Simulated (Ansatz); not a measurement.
Several settings on one geometry of `FC(F)(F)c1sc(-c2sc(-c3sc(C(F)(F)F)c4c3OCCO4)c3c2OCCO3)c2c1OCCO2` (that of the charge 0 singlet, PBE-D4/def2-SVP). Ansatz on 2 threads of AMD EPYC 7R13 on a shared host and a share (18 GiB) of an NVIDIA H100 80GB HBM3; times are rough.

```xyz
47

F     7.3622   -0.7310   -1.4701
C     6.7135   -1.1090   -0.3395
F     7.4955   -0.7194    0.6988
F     6.6710   -2.4670   -0.3294
C     5.3387   -0.5398   -0.2597
S     3.9413   -1.5790   -0.1632
C     2.8435   -0.2083   -0.1377
C     1.4222   -0.3617   -0.0187
S     0.3216    1.0071    0.0214
C    -1.0836   -0.0246    0.2499
C    -2.3965    0.5529    0.3778
S    -2.6195    2.0818    1.2100
C    -4.3370    2.0662    0.9321
C    -5.2013    3.2039    1.3588
F    -5.8286    3.7941    0.3091
F    -6.1748    2.8167    2.2199
F    -4.4619    4.1601    1.9797
C    -4.7247    0.9256    0.2437
C    -3.6229    0.0669   -0.0767
O    -3.7770   -1.0764   -0.8007
C    -5.1344   -1.5259   -0.8072
C    -6.0862   -0.3783   -1.1168
O    -6.0047    0.6453   -0.1162
C    -0.7033   -1.3662    0.2747
C     0.7015   -1.5496    0.1087
O     1.2945   -2.7784    0.1080
C     0.4455   -3.7932    0.6575
C    -0.9732   -3.6623    0.1176
O    -1.5532   -2.4085    0.4880
C     3.5654    0.9842   -0.2133
C     4.9794    0.8001   -0.2810
O     5.8521    1.8394   -0.3495
C     5.2074    3.0772   -0.6762
C     3.9144    3.2525    0.1098
O     2.9794    2.2167   -0.2143
H    -5.3876   -1.9768    0.1808
H    -5.2048   -2.3117   -1.5850
H    -5.8462    0.0554   -2.1148
H    -7.1372   -0.7271   -1.1239
H     0.4390   -3.7137    1.7688
H     0.8894   -4.7664    0.3712
H    -0.9676   -3.7622   -0.9926
H    -1.6256   -4.4504    0.5420
H     4.9938    3.1108   -1.7690
H     5.9284    3.8806   -0.4299
H     4.1264    3.2375    1.2035
H     3.4258    4.2122   -0.1465
```

Totals from different functionals, basis sets or treatments of relativity can't be compared as stabilities.

The 6-31G sets use Cartesian d functions.

(1) Give the basis size and estimate the energy, ⟨S²⟩, dipole and time of these runs.

| run | method | charge | state | further keys |
| --- | --- | --- | --- | --- |
| 1 | RKS PBE0-D3(BJ)/cc-pVDZ | 0 | singlet | fitting: {mean_field: def2-universal-jkfit}; forces asked |
| 2 | RKS PBE0/6-31G* | 0 | singlet | fitting: {mean_field: def2-universal-jkfit}; point_charges: [{charge: -1.00, position_ang: [12.075, -0.137, -0.675]}]; scf: {omitted_lower_state_checks: [starts]} |
| 3 | RKS r2SCANh/STO-3G | 0 | singlet | final_grid: {core_spheres: 8, valence_spheres: 7, degree: 23}; scf: {omitted_lower_state_checks: [starts]}; forces asked |

## Answers

(1) 
```csv
run,functions,energy (Eh),⟨S²⟩,dipole (D),wall time
1,562,-3012.1370,–,4.18,15 s
2,561,-3011.8869,–,–,11 s
3,199,-2976.1408,–,2.53,11 s
```
